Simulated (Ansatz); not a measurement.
Relaxation of a periodic cell of 30 atoms, H$_{3}$C$_{2}$ (contents 3 C2H2 + 3 C2H4, density as packed 0.59 g/cm³ with natural masses), to a largest force component of 0.3 eV/Å in at most 15 steps.

All numbers below come from DFT PBE-D3(BJ), scalar-relativistic, plane waves, PAW (Ansatz). Settings: cutoff 420 eV, k mesh 1x1x1, fermi-dirac smearing 0.05 eV, no spin polarisation.

```xyz
30
Lattice="7.6970 0.0000 0.0000 0.0000 7.6970 0.0000 0.0000 0.0000 7.6970" Properties=species:S:1:pos:R:3
C 0.231 5.858 6.445
C 0.520 5.114 5.527
H 0.773 4.462 4.722
H -0.022 6.509 7.249
C 0.988 2.984 7.779
C 0.244 2.523 6.936
H -0.409 2.118 6.196
H 1.641 3.388 8.519
C 5.658 4.642 0.960
C 6.471 4.484 1.852
H 7.183 4.345 2.633
H 4.946 4.780 0.179
C 3.838 5.275 3.266
C 4.421 6.402 2.852
H 3.709 4.424 2.606
H 3.470 5.162 4.280
H 4.790 6.514 1.838
H 4.551 7.253 3.513
C 4.539 0.542 6.165
C 3.207 0.562 6.086
H 5.140 1.397 5.875
H 5.076 -0.330 6.522
H 2.669 1.434 5.729
H 2.605 -0.293 6.376
C 0.826 0.824 2.474
C 1.898 0.126 2.854
H 0.762 1.283 1.493
H -0.027 0.962 3.130
H 2.751 -0.012 2.198
H 1.961 -0.333 3.835
```

Question: Where does it end, and by what steps?

Answer: The forces met the threshold. The threshold is loose, so the end isn't yet a minimum. The force dipped under the threshold on the way, but the program's further checks kept it going. Limits of this set-up: coarse k mesh. After 9 steps the energy has fallen by 1.042 eV; H27 moved furthest, 1.26 Å.

```
step  energy less start (eV)  largest force component (eV/Å)  accepted
   0                  0.0000                           1.249       yes
   1                 -0.3258                           0.284       yes
   2                 -0.3258                           0.284       yes
   3                 -0.5633                           0.740       yes
   4                 -0.7113                           0.452       yes
   5                 -0.8122                           0.270       yes
   6                 -0.8854                           0.354       yes
   7                 -0.9456                           0.302       yes
   8                 -0.9951                           0.287       yes
   9                 -1.0423                           0.288       yes
```

```xyz
30
Lattice="7.6970 0.0000 0.0000 0.0000 7.6970 0.0000 0.0000 0.0000 7.6970" Properties=species:S:1:pos:R:3
C 0.379 6.378 6.379
C 0.463 5.855 5.292
H 0.553 5.372 4.337
H 0.312 6.828 7.353
C 1.515 2.800 7.511
C 0.939 2.194 6.643
H 0.439 1.652 5.866
H 2.027 3.342 8.278
C 5.458 4.282 0.078
C 5.998 4.019 1.129
H 6.477 3.794 2.064
H 4.990 4.522 -0.860
C 3.897 5.159 3.798
C 4.421 6.261 3.259
H 3.880 4.214 3.255
H 3.445 5.167 4.791
H 4.856 6.254 2.263
H 4.433 7.202 3.808
C 5.053 0.584 6.706
C 3.790 0.470 6.284
H 5.704 1.377 6.334
H 5.489 -0.113 7.433
H 3.359 1.160 5.549
H 3.131 -0.323 6.645
C -0.084 0.798 2.583
C 1.221 0.545 2.728
H -0.480 1.272 1.681
H -0.809 0.501 3.348
H 1.943 0.788 1.941
H 1.614 0.043 3.616
```

Time of the run: 21 s on 1 thread of Intel(R) Xeon(R) Platinum 8488C (Sapphire Rapids) (shared host), peak memory 0.49 GiB.
